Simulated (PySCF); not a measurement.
Energy of Cs⁻ (caesium, charge -1) between two integer charges

The 6s beta orbital of [Xe] 6s2 is emptied in steps (occupation f), with all orbitals relaxed, ending at [Xe] 6s1. Calculation: PySCF 2.14, in def2-TZVPPD with the def2 core potential (46 electrons) (5s4p3d1f, 39 functions); scalar relativity through the core potential. The exact energy is a straight line in f; departures are measured from the line between the end points of the same method.

```json
{"f": "1", "UHF (eV)": "0.000", "LDA (eV)": "0.000", "PBE (eV)": "0.000", "PBE0 (eV)": "0.000", "r2SCAN (eV)": "0.000", "LC-wPBE (eV)": "0.000", "BHandHLYP (eV)": "0.000", "HSE06 (eV)": "0.000"}
{"f": "0.8", "UHF (eV)": "0.027", "LDA (eV)": "-0.211", "PBE (eV)": "-0.200", "PBE0 (eV)": "-0.138", "r2SCAN (eV)": "-0.169", "LC-wPBE (eV)": "0.031", "BHandHLYP (eV)": "-0.104", "HSE06 (eV)": "-0.184"}
{"f": "0.6", "UHF (eV)": "0.035", "LDA (eV)": "-0.322", "PBE (eV)": "-0.305", "PBE0 (eV)": "-0.208", "r2SCAN (eV)": "-0.251", "LC-wPBE (eV)": "0.047", "BHandHLYP (eV)": "-0.159", "HSE06 (eV)": "-0.277"}
{"f": "0.4", "UHF (eV)": "0.031", "LDA (eV)": "-0.327", "PBE (eV)": "-0.310", "PBE0 (eV)": "-0.209", "r2SCAN (eV)": "-0.248", "LC-wPBE (eV)": "0.049", "BHandHLYP (eV)": "-0.162", "HSE06 (eV)": "-0.279"}
{"f": "0.2", "UHF (eV)": "0.019", "LDA (eV)": "-0.222", "PBE (eV)": "-0.209", "PBE0 (eV)": "-0.138", "r2SCAN (eV)": "-0.165", "LC-wPBE (eV)": "0.035", "BHandHLYP (eV)": "-0.110", "HSE06 (eV)": "-0.186"}
{"f": "0", "UHF (eV)": "0.000", "LDA (eV)": "0.000", "PBE (eV)": "0.000", "PBE0 (eV)": "0.000", "r2SCAN (eV)": "0.000", "LC-wPBE (eV)": "0.000", "BHandHLYP (eV)": "0.000", "HSE06 (eV)": "0.000"}
```

| method | E(f=0) − E(f=1) (eV) | −ε at f=1 (eV) | −ε at f=0.4 (eV) |
| --- | --- | --- | --- |
| UHF | -0.134 | 0.059 | -0.177 |
| LDA | 0.547 | -0.754 | 0.792 |
| PBE | 0.478 | -0.757 | 0.713 |
| PBE0 | 0.444 | -0.414 | 0.616 |
| r2SCAN | 0.361 | -0.704 | 0.586 |
| LC-wPBE | 0.367 | 0.558 | 0.341 |
| BHandHLYP | 0.329 | -0.308 | 0.447 |
| HSE06 | 0.447 | -0.696 | 0.669 |

Orbital energy along the path (eV):

```csv
f,UHF,LDA,PBE,PBE0,r2SCAN,LC-wPBE,BHandHLYP,HSE06
1,-0.059,0.754,0.757,0.414,0.704,-0.558,0.308,0.696
0.8,0.053,0.262,0.289,0.076,0.267,-0.482,0.070,0.247
0.6,0.127,-0.252,-0.198,-0.265,-0.166,-0.414,-0.180,-0.209
0.4,0.177,-0.792,-0.713,-0.616,-0.586,-0.341,-0.447,-0.669
0.2,0.212,-1.358,-1.267,-0.980,-0.962,-0.250,-0.734,-1.164
0,0.239,-1.955,-1.554,-1.078,-1.409,-0.073,-0.979,-1.337
```

At f = 1 the orbital energy is positive for LDA, PBE, PBE0, r2SCAN, BHandHLYP, HSE06: only the finite basis holds the electron.

Reference removal energy between the ground levels: 0.472 eV (measured; photodetachment measurements, as compiled on the Wikipedia data page of electron affinities). UHF lacks correlation.
